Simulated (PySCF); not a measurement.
Compounds:

A. `InChI=1S/C7H10F2Si/c1-7(10-9)4-2-6(8)3-5-7/h2-4H,5,10H2,1H3/t7-/m0/s1`
B. `C=C(C)C#C/C(F)=C\F`
C. `InChI=1S/C7H6F2/c1-5-2-3-6(8)4-7(5)9/h2-4H,1H3`

Spectrum 1. 1H NMR (300 MHz, computed): δ 7.45 (m, 1H), 7.06 (m, 1H), 7.05 (m, 1H), 2.42 (s, 3H). 13C{1H} NMR (computed): δ 171.7 (C), 171.5 (C), 136.9 (CH), 126.7 (C), 116.4 (CH), 109.4 (CH), 18.0 (CH3).

Spectrum 2. 1H NMR (300 MHz, computed): δ 6.15 (m, 1H), 5.67 (m, 1H), 5.38 (m, 1H), 5.13 (m, 1H), 4.54 (m, 1H), 2.52 (m, 1H), 2.46 (m, 1H), 1.36 (s, 3H). 13C{1H} NMR (computed): δ 169.2 (C), 142.8 (CH), 128.8 (CH), 107.9 (CH), 33.3 (CH2), 32.1 (C), 24.4 (CH3).

Spectrum 3. 1H NMR (300 MHz, computed): δ 7.87 (m, 1H), 5.86 (m, 1H), 5.78 (m, 1H), 2.10 (s, 3H). 13C{1H} NMR (computed): δ 160.4 (CH), 147.6 (C), 133.3 (C), 132.0 (CH2), 115.3 (C), 84.6 (C), 25.7 (CH3).

All values are calculated (PySCF 2.14): geometry from GFN2-xTB, shieldings: GIAO PBE0/pcSseg-1. No relativistic terms, equivalent nuclei averaged, gas phase, one conformer.

Referencing at the same level of theory: 1H and 13C against TMS. Splittings of carbon signals by F and P are missing where no couplings were computed. Where no couplings were computed, multiplicities follow the n + 1 count of equivalent neighbours, and m marks all less simple cases (inequivalent or close neighbours, rings, F or P nearby). Shifts are as computed. Against solution values, carbons near 30 ppm lie about +3 ppm off and those near 130 ppm about +5 ppm. Of 1309 compounds with measured shifts, 239 miss one by over three times the rms of a fit or turn the order of signals round; such compounds aren't used in these exercises.

Which spectrum belongs to which compound?

Results:

1–C, 2–A, 3–B.

- Spectrum 1 (C): 7 13C signals; δC 171.7 is an aromatic carbon bearing fluorine; δC 171.5 is an aromatic carbon bearing fluorine.
- Spectrum 2 (A): 7 13C signals; δC 142.8 is an alkene CH; δC 128.8 is an alkene CH.
- Spectrum 3 (B): 7 13C signals; δC 160.4 is an alkene CH; δC 147.6 is a fully substituted alkene carbon.
